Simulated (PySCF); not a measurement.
## Trend along the fifth-period p block: MGe cations

CCSD(T) with double-zeta basis sets in PySCF, for the lowest determinant that a PBE0 search found; no spin–orbit coupling. De refers to high-spin ground-configuration atoms (the charge goes to the atom of lower measured ionisation energy or higher electron affinity, which is not always the lowest computed limit).

```json
{"M": "In", "basis": "cc-pVDZ-PP", "reference, frozen orbitals": "UHF, 8", "charged atom": "In+", "state (unpaired electrons)": "triplet (σ ↑, π ↑)", "Re (Å)": "3.187", "ωe (cm⁻¹)": "88.4", "De (eV)": "0.59"}
{"M": "Sn", "basis": "cc-pVDZ-PP", "reference, frozen orbitals": "UHF, 8", "charged atom": "Sn+", "state (unpaired electrons)": "quartet (σ ↑, π ↑↑)", "Re (Å)": "2.631", "ωe (cm⁻¹)": "209", "De (eV)": "2.33"}
{"M": "Sb", "basis": "cc-pVDZ-PP", "reference, frozen orbitals": "UHF, 8", "charged atom": "Ge+", "state (unpaired electrons)": "triplet (π ↑↑)", "Re (Å)": "2.638", "ωe (cm⁻¹)": "227", "De (eV)": "2.12"}
{"M": "Te", "basis": "def2-SVP", "reference, frozen orbitals": "ROHF, 13", "charged atom": "Ge+", "state (unpaired electrons)": "doublet (π ↑)", "Re (Å)": "2.530", "ωe (cm⁻¹)": "255", "De (eV)": "2.95"}
{"M": "I", "basis": "def2-SVP", "reference, frozen orbitals": "RHF, 13", "charged atom": "Ge+", "state (unpaired electrons)": "singlet (closed shell)", "Re (Å)": "2.422", "ωe (cm⁻¹)": "300", "De (eV)": "3.55"}
```

The shortest bond is that of GeI⁺ (2.422 Å), the longest that of InGe⁺ (3.187 Å). GeI⁺ is bound most strongly (3.55 eV) and InGe⁺ least (0.59 eV).

The rows differ in basis set, which adds steps of its own.

The state changes along the series, so neighbouring rows are not always alike in their bonding.

Correlated steps freeze the inner cores (8 to 13 orbitals); shallow outer-core shells are correlated. UHF and ROHF references stand side by side, which adds small steps between rows. Correlated levels converge slowly with the basis: in double zeta they bind strong bonds too weakly, by up to about 1 eV, and carry superposition errors of some tenths. These are scalar-relativistic numbers at best; spin–orbit coupling would shift them, the dissociation energy most. For an ion De counts to the pair picked by the measured ionisation energies or electron affinities, which need not be the lowest pair at this level. Where the molecule has an RHF reference, its open-shell atoms are computed with UHF. States were picked by a PBE0 search and need not be the measured ground states.
